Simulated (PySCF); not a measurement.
# Reading the logs of faulty runs: ClGeH2NO

Calculated results; nothing here was measured. The program is PySCF 2.14.0, an open-source quantum chemistry code, run on an isolated molecule that a program drew, which may never have been made. The molecule is ClGeH2NO (charge 0, singlet), drawn as the SMILES string `[NH]=[Ge]([OH])[Cl]`.

Each row is a Hartree-Fock (HF) and frozen-core CCSD(T) single point in the cc-pV(D+d)Z basis, meant for a local HF minimum. Run 1 is clean. Each other run has one planted mistake out of seven kinds, and not every kind appears here: one electron removed, one electron added, multiplicity raised by two, geometry at a saddle point, minimal basis STO-3G, one bond length entered in bohr, all coordinates scaled. The reference is restricted for singlets and unrestricted otherwise, and also for a bond in bohr. Adding or removing an electron swaps singlet and doublet. Electrons count all cores. HOMO and LUMO are orbital energies over both spins, the gradient is its largest component, and the lowest frequency (negative if imaginary) is given only where the gradient is small. Bond lengths are over the 5 bonds as drawn. T1 is the CCSD diagnostic: over 0.02 (restricted) or 0.045 (unrestricted) a single reference is doubtful. Germanium has the cc-pVDZ-PP basis, with a core potential (ECP10MDF) in place of its 10 inner electrons, and its 3s, 3p and 3d shells are frozen in CCSD(T).

Geometry of the clean run:
```xyz
6
ClGeH2NO, angstrom
N    -0.6262    0.5809   -2.3459
Ge    0.2601    0.7276   -0.9350
O     0.0606    0.0509    0.6568
Cl    2.0101    1.9307   -0.8565
H    -1.4233   -0.0272   -2.2036
H     0.7151    0.2956    1.2983
```

```
run  electrons  basis functions  <S^2>  HOMO (eV)  LUMO (eV)  gradient (hartree/bohr)  lowest frequency (cm^-1)  mean bond (Å)  longest bond (Å)      T1  HF (hartree)  CCSD(T) (hartree)                          mistake
  1         66               84  0.000     -10.36       2.37                  2.5e-05                       199         1.5000             2.125  0.0174    -883.36608         -883.99565                         no fault
  2         66               84  0.806     -10.61       1.02                  3.1e-02                         -         1.6688             2.125  0.0611    -883.22883         -883.85120  one bond length entered in bohr
  3         66               84  0.000     -10.36       2.09                  1.5e-02                         -         1.5225             2.157  0.0184    -883.36445         -883.99839                                ?
  4         66               84  2.013      -6.16      -0.01                  1.4e-01                         -         1.5000             2.125  0.0664    -883.26047         -883.84362                                ?
```

**Which mistake was planted in run 3, and what did it cost?**

The mean and the longest bond both change by the same factor, 1.015, and the gradient is no longer small. So the mistake is: all coordinates scaled. Subtracting run 1 and multiplying by 627.51 kcal/mol a hartree, the energy moved by 1.0 kcal/mol in HF and -1.7 kcal/mol in CCSD(T).

**Which mistake was planted in run 4, and what did it cost?**

Electrons, basis and geometry are unchanged, and <S^2> is 2.013, beside S(S+1) = 2.00 for a multiplicity of 3. So the mistake is: multiplicity raised by two. Subtracting run 1 and multiplying by 627.51 kcal/mol a hartree, the energy moved by 66.3 kcal/mol in HF and 95.4 kcal/mol in CCSD(T).

Cautions from the logs. Run 2: T1 is over the limit, so its CCSD(T) energy is less reliable; run 4: T1 is over the limit, so its CCSD(T) energy is less reliable.
